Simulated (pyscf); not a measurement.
Structures and frequencies: ωB97X-D3(BJ)/def2-SVP in PySCF.

Q: For C₂HO (SMILES [C]1=CO1) [doublet] → •HC=C=O (SMILES [CH]=C=O), a rearrangement (doublet surface; C–H, C–O broken, C–H formed), PBE/def2-TZVP gives ΔE‡ = 14.2 kcal/mol and ΔE = -54.5 kcal/mol (zero: the reactant's lowest minimum found). In which direction and how far do PBE0-D3(BJ)/def2-TZVP, M06-2X/def2-TZVP, ωB97M-D3(BJ)/def2-TZVP move these?

A: PBE0-D3(BJ): ΔE‡ = 12.1 kcal/mol, ΔE = -54.2 kcal/mol; M06-2X: ΔE‡ = 13.4 kcal/mol, ΔE = -51.3 kcal/mol; ωB97M-D3(BJ): ΔE‡ = 10.5 kcal/mol, ΔE = -51.8 kcal/mol. PBE's barrier lies over all of them, by 0.8 to 3.7 kcal/mol. Its reaction energy lies under all of them, by 0.3 to 3.2 kcal/mol. One saddle was located; it need not be the lowest between these sides.
